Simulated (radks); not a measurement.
Values are calculated unless marked as measured or tabulated.
Question: All-electron atom: Al II in [Ne] 3s2. Level of theory: non-relativistic Kohn-Sham, PBE, spin-polarised, spherical densities, point nucleus (a radial shooting solver on a logarithmic mesh with Libxc functionals). Some entries of the table are withheld. Estimate them.

orbital,occ.,eigenvalue (Ry),r(max) (bohr)
1s,2,(1),(2)
2s,2,(3),0.4980
2p,6,-5.73540,(4)
3s,2,(5),(6)

Answer: 
(1) 1s eigenvalue (Ry): -111.4366
(2) 1s r(max) (bohr): 0.07869
(3) 2s eigenvalue (Ry): -8.52996
(4) 2p r(max) (bohr): 0.4289
(5) 3s eigenvalue (Ry): -1.08666
(6) 3s r(max) (bohr): 2.019
